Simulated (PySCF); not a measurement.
BF3, SMILES F[B-](F)F, charge -1, multiplicity 2. The structure is a stationary point at PBE-D3(BJ)/def2-SVPD.

Computed equilibrium geometry at PBE-D3(BJ)/def2-SVPD (PySCF confirms it by a frequency run) as bond lengths and angles, and its point group:
point group C3v.
Atoms: B1 F2 F3 F4. Bonded distances (Å): B1–F2 1.417, B1–F3 1.417, B1–F4 1.417. Angles (°): F2–B1–F3 110.8, F2–B1–F4 110.8, F3–B1–F4 110.8.
Charge -1, spin multiplicity 2.
